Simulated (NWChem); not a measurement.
# Lowest excitation of CHF₂ (+1)

```
C
F 1 1.2259
F 1 1.2259 2 118.23
H 1 1.1089 2 120.89 3 180.00
```
Charge +1, spin multiplicity 1.

Program: NWChem. All single points use one geometry, from PBE0/def2-SVP, a minimum by its harmonic frequencies.

Basis set: aug-cc-pVDZ.

Costs are rough ratios of processor time within this set of runs, SCF included, with CIS as 1.

The correlated methods keep 3 core orbitals frozen. B3LYP has NWChem's definition, with VWN1-RPA local correlation. The spin multiplicity of the parent species was assumed, not shown to be that of its ground state. The structure started from a generated list of species. Coupled-cluster values serve here as a point of comparison, not as the truth.

| method | lowest vertical singlet excitation energy (eV) | relative cost |
|---|---|---|
| TD-PBE | ? | under 3 |
| CIS | ? | 1 |
| EOM-CCSD | ? | 3 |
| TD-PBE0 | ? | under 3 |
| TD-B3LYP | 7.70 | under 3 |

Q: Some entries are withheld; supply them.

A: 
- TD-PBE, lowest vertical singlet excitation energy (eV): 7.31
- CIS, lowest vertical singlet excitation energy (eV): 9.38
- EOM-CCSD, lowest vertical singlet excitation energy (eV): 8.21
- TD-PBE0, lowest vertical singlet excitation energy (eV): 7.79
